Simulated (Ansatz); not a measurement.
`N[SiH]([AlH2])[SiH3]` + HCl → `N[SiH]([SiH3])Cl` + `[AlH3]`  (cleavage of the Si–Al bond)

Gas-phase electronic energies from Ansatz, PBE0-D4/def2-TZVP geometries. CCSD(T)/CBS is the MP2 limit (def2-TZVPP, def2-QZVPP) plus CCSD(T) − MP2 in def2-TZVPP, frozen cores. This one scheme is used for every species. DFT in def2-TZVPP. One conformer a species, not always the lowest.

```csv
level,ΔE (kJ/mol)
PBE,-98.9
HF/def2-TZVPP,-136.0
SCS-MP2/def2-TZVPP,-124.1
MP2/def2-QZVPP,-126.0
```

Task: What does CCSD(T)/CBS give? (Best estimate.)

Result: Computed: -115.5 kJ/mol. The listed levels differ from it by 16.6, -20.5, -8.6, -10.5 kJ/mol.

Largest T1 diagnostic among the species: 0.013.

From PBE to PBE0 (25 % exact exchange), in def2-TZVPP and without D4, ΔE moves by −6.6 kJ/mol. In def2-TZVPP, CCSD(T) changes the Hartree–Fock value by +24.3 kJ/mol (the triples alone add +2.3 kJ/mol) and MP2 by +12.4 kJ/mol.
